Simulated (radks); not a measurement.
Values are calculated unless marked as measured or tabulated.
Task: Ionisation of the carbon ion C+, [He] 2s2 2p1, to C2+, [He] 2s2, under several functionals. Non-relativistic Kohn-Sham, spin-polarised, spherical densities, point nucleus; open shells are filled with parallel spins first; a radial shooting solver on a logarithmic mesh with Libxc functionals. The NIST Atomic Spectra Database gives 24.383 eV (measured). Rank these functionals by the error of their Delta-SCF ionisation energy: BP86; BLYP; LDA (Slater exchange, Perdew-Wang correlation); PW91; SOGGA; r2SCAN; RPBE; MS2 meta-GGA.

Result: From best to worst: SOGGA 24.354 eV (-0.029); MS2 meta-GGA 24.347 eV (-0.036); r2SCAN 24.322 eV (-0.061); RPBE 24.514 eV (+0.131); BLYP 24.598 eV (+0.215); BP86 24.628 eV (+0.245); PW91 24.671 eV (+0.288); LDA (Slater exchange, Perdew-Wang correlation) 24.682 eV (+0.299). Open shells are spherical and high-spin; term and fine-structure splittings are not resolved.
